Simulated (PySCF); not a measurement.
C5H4F2O, SMILES C=C=COC=C(F)F.

Geometry optimised at PBE0-D3(BJ)/def2-SVP. The structure was generated by enumeration, and PubChem lists no compound with its InChIKey, so it may never have been made. One conformer was computed; it need not be the lowest.

Two levels are set side by side: PBE/def2-TZVP (PySCF) and ωB97X/def2-TZVP (PySCF). Same geometry, gas phase. Differences are taken from unrounded values.

| quantity | PBE |
|---|---|
| orbital gap (eV) | 3.76 |
| highest occupied level (eV) | -5.32 |
| lowest empty level (eV) | -1.56 |
| dipole moment (D) | 1.61 |

Question: These are the PBE values. What does ωB97X give? (The exact figures need the calculation; the answer reports its results.)

Answer: 
```tsv
quantity	ωB97X	PBE minus ωB97X
orbital gap (eV)	10.49	-6.74
highest occupied level (eV)	-8.84	3.52
lowest empty level (eV)	1.65	-3.22
dipole moment (D)	1.94	-0.32
```

Without exact exchange PBE keeps part of each electron's self-repulsion, which lifts occupied levels and narrows the gap. Differences between two approximate levels are no errors against the true value.

Rough cost on one machine, each run with all the roots and properties that it gave: ωB97X against PBE within a factor of 2.
